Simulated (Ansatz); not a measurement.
Frontier orbitals of FH3O3Ti, SMILES `[OH][Ti]([OH])([OH])[F]`.

Charge 0, multiplicity 1. Correlated methods include outer-core shells of Ti, which these sets cover unevenly. Scalar relativity is left out up to krypton. All single points use the PBE0-D4/def2-TZVP geometry. It is one conformer, not always the lowest. Basis def2-TZVPP, Ansatz 0.2.0.

```
functional  HOMO (eV)  LUMO (eV)
 CAM-B3LYP     -10.83      -0.47
```

Q: Give HOMO and LUMO (eV) with LDA (SPW92), PBE, revPBE, BLYP, r2SCAN, B97M-V, PBE0, B3LYP, r2SCANh, r2SCAN0, HSE06 (plane-wave form), BHLYP, LC-ωPBE, ωB97X-V, ωB97M-V, HF. (Estimate.)

A: Ansatz gave: 
```json
{"functional": "LDA (SPW92)", "HOMO": "-7.82", "LUMO": "-2.82"}
{"functional": "PBE", "HOMO": "-7.59", "LUMO": "-2.56"}
{"functional": "revPBE", "HOMO": "-7.50", "LUMO": "-2.47"}
{"functional": "BLYP", "HOMO": "-7.51", "LUMO": "-2.51"}
{"functional": "r2SCAN", "HOMO": "-7.98", "LUMO": "-2.48"}
{"functional": "B97M-V", "HOMO": "-8.05", "LUMO": "-2.48"}
{"functional": "PBE0", "HOMO": "-9.31", "LUMO": "-1.57"}
{"functional": "B3LYP", "HOMO": "-9.04", "LUMO": "-1.90"}
{"functional": "r2SCANh", "HOMO": "-8.62", "LUMO": "-2.10"}
{"functional": "r2SCAN0", "HOMO": "-9.60", "LUMO": "-1.50"}
{"functional": "HSE06 (plane-wave form)", "HOMO": "-8.90", "LUMO": "-1.96"}
{"functional": "BHLYP", "HOMO": "-10.99", "LUMO": "-0.44"}
{"functional": "LC-ωPBE", "HOMO": "-12.17", "LUMO": "0.77"}
{"functional": "ωB97X-V", "HOMO": "-11.82", "LUMO": "0.74"}
{"functional": "ωB97M-V", "HOMO": "-11.76", "LUMO": "0.66"}
{"functional": "HF", "HOMO": "-13.72", "LUMO": "1.71"}
```

B3LYP here is the variant with VWN-RPA as its local correlation; programs differ in this. LC-ωPBE has ω = 0.4 bohr⁻¹. Positive LUMOs are unbound and depend on the basis.
